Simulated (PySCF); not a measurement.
Geometries of 3 isomers of C3H8O2Si, from PBE0-D3(BJ)/def2-SVP geometry optimisation, gas phase in PySCF. One conformer each, no zero-point energy, no frequencies.

Question: Which is lowest in electronic energy at this level?
A.
```xyz
14
angstrom
C     -2.357   -0.704    0.173
C     -1.548    0.291   -0.185
O     -0.626    0.822    0.658
C      0.295    1.704    0.088
O      1.242    1.055   -0.686
Si     2.137   -0.248   -0.113
H     -3.102   -1.076   -0.529
H     -2.291   -1.151    1.167
H     -1.585    0.750   -1.182
H      0.758    2.229    0.942
H     -0.220    2.436   -0.561
H      1.337   -1.506   -0.095
H      2.632    0.050    1.267
H      3.278   -0.389   -1.057
```
B.
```xyz
14
angstrom
C     -2.068    0.103   -0.540
C     -0.680   -0.464   -0.439
O     -0.495   -1.650   -0.238
C      0.479    0.486   -0.561
Si     1.617    0.292    0.953
O      1.959   -1.323    1.080
H     -2.211    0.575   -1.525
H     -2.811   -0.689   -0.390
H     -2.202    0.895    0.215
H      0.169    1.526   -0.735
H      1.095    0.159   -1.417
H      2.871    1.068    0.743
H      0.907    0.837    2.153
H      1.239   -1.845    0.682
```
C.
```xyz
14
angstrom
O     -2.995    0.247    0.635
C     -1.986    0.198   -0.345
C     -1.023   -0.921   -0.111
C      0.305   -0.790   -0.028
O      0.937    0.397   -0.187
Si     2.586    0.660   -0.019
H     -2.558    0.332    1.489
H     -2.508    0.049   -1.305
H     -1.432    1.152   -0.426
H     -1.442   -1.922    0.029
H      0.946   -1.660    0.168
H      3.032    0.273    1.353
H      2.786    2.113   -0.250
H      3.343   -0.149   -1.021
```

Answer: B. That is `CC(=O)C[SiH2]O`, 41.0 kcal/mol below the next.

| SMILES | atoms numbered as above | E (Eh) | relative (kcal/mol) | relative (kJ/mol) | dipole (D) |
| --- | --- | --- | --- | --- | --- |
| CC(=O)C[SiH2]O | [CH3:1][C:2](=[O:3])[CH2:4][SiH2:5][OH:6] | -558.41397 | 0.0 | 0.0 | 3.72 |
| OC/C=C\O[SiH3] | [OH:1][CH2:2]/[CH:3]=[CH:4]\[O:5][SiH3:6] | -558.34861 | 41.0 | 171.6 | 2.74 |
| C=COCO[SiH3] | [CH2:1]=[CH:2][O:3][CH2:4][O:5][SiH3:6] | -558.34670 | 42.2 | 176.6 | 0.59 |

As drawn, the lowest has a C=O bond, an O–H bond and an Si–C bond, which the highest lacks; the highest has a C=C bond outside aromatic rings, which the lowest lacks.
